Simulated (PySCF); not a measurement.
Argon: a sound run and one with changed settings

Sound run: Ar²⁺ [Ne] 3s2 3p4, Ar³⁺ [Ne] 3s2 3p3. All numbers are calculated (PySCF 2.14, the spin-free X2C one-electron Hamiltonian (Gaussian nucleus), in x2c-TZVPall (5s5p2d1f, 37 functions)). In the sound run the correlated levels freeze [Ne]. The sound run starts from symmetry-adapted Hartree-Fock orbitals and uses a fine grid where one is needed.

Changed run: initial guess minao, at most 50 SCF cycles.

| species | method | sound run (hartree) | changed run (hartree) | converged |
| --- | --- | --- | --- | --- |
| Ar²⁺ | UHF | -527.11003 | -527.11003 | yes |
| Ar²⁺ | TPSS | -527.78349 | -527.78349 | yes |
| Ar²⁺ | CCSD(T) | -527.26802 | -527.26802 | yes |
| Ar³⁺ | PBE0 | -526.10615 | -526.10615 | yes |
| Ar³⁺ | MP2 | -525.76189 | -525.76189 | yes |

Here the plain start reaches the same solutions.
